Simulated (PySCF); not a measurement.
## Working out the ionisation energy of Ni

Ni [Ar] 3d8 4s2 (3F) → Ni⁺ [Ar] 3d9 (2D). Calculation: PySCF 2.14, in x2c-QZVPPall; the spin-free X2C one-electron Hamiltonian (Gaussian nucleus). Frozen: [Ne]. Energies in hartree (1 hartree = 27.21139 eV):

```csv
part,Ni (lower),Ni⁺ (upper)
UHF,-1519.137092,-1518.834699
MP2 opposite-spin,-0.487174,-0.521743
MP2 same-spin,-0.229561,-0.257140
```

What does Hartree-Fock give?

(-1518.834699) − (-1519.137092) = 0.302393 hartree = 8.229 eV.

What do MP2 and SCS-MP2 (6/5 opposite-spin, 1/3 same-spin) give?

The opposite-spin parts differ by -0.941 eV and the same-spin parts by -0.750 eV. MP2: 8.229 + (-0.941) + (-0.750) = 6.538 eV. SCS-MP2: 8.229 + 1.2 × (-0.941) + (-0.750)/3 = 6.850 eV.

A first-order spin-orbit estimate adds 0.052 eV to MP2 (valence and next inner shell), giving 6.590 eV against 7.640 eV (measured; NIST Atomic Spectra Database, ionization energies).

What remains against the reference includes basis incompleteness, the frozen core and correlation beyond second order.
